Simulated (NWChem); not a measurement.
ZnCl cation; SMILES [Cl][Zn+]

All runs: NWChem. Medium grid unless said otherwise, to which SCAN and Minnesota functionals are sensitive. Structure relaxed at the PBE0/def2-SVP level.

Question: Among these, which level gives the highest value of “highest occupied level (eV)”?
A. M06/def2-SVP
B. LC-BLYP (range parameter 0.33 per bohr)/def2-SVP
C. r2SCAN0/def2-SVP
D. TPSS/def2-SVP

Answer: D, TPSS/def2-SVP. Values: LC-BLYP (range parameter 0.33 per bohr)/def2-SVP -17.09; r2SCAN0/def2-SVP -14.93; M06/def2-SVP -14.68; TPSS/def2-SVP -13.59
